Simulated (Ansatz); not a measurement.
This geometry of ClH2OSn (5 atoms, charge 0, multiplicity 2) is a first-order saddle point.

The calculation used UKS B3LYP/def2-SVP in Ansatz.

```xyz
5
Properties=species:S:1:pos:R:3
O -1.180 -0.460 -0.822
Sn 0.727 0.052 -0.485
Cl 1.512 -1.304 1.333
H -1.787 -0.081 -0.168
H 0.778 1.719 0.101
```

Question: Which two structures does it join? (They come from a converged band through this point; their orientation in space is the band's.)

Answer: No bond is made or broken. The dihedral H4–O1–Sn2–Cl3 goes from -45 to 178°.

Initial state:

```xyz
5
Properties=species:S:1:pos:R:3
O -1.315 0.091 -0.513
Sn 0.690 0.098 -0.476
Cl 1.338 -1.251 1.408
H -1.705 -0.788 -0.386
H 1.043 1.776 -0.074
```

Final state:

```xyz
5
Properties=species:S:1:pos:R:3
O -1.286 -0.481 -0.167
Sn 0.665 -0.050 -0.401
Cl 1.621 -1.150 1.489
H -1.841 -0.078 -0.852
H 0.890 1.685 -0.111
```

Question: How far does it lie above each of them?

Answer: 0.166 eV above the first and 0.065 eV above the second. This is the barrier of this one path; another mechanism may lie lower.

The run took 2.6 min on 1 thread of Intel(R) Xeon(R) 6975P-C (Granite Rapids) (shared host), peak memory 0.2 GiB.
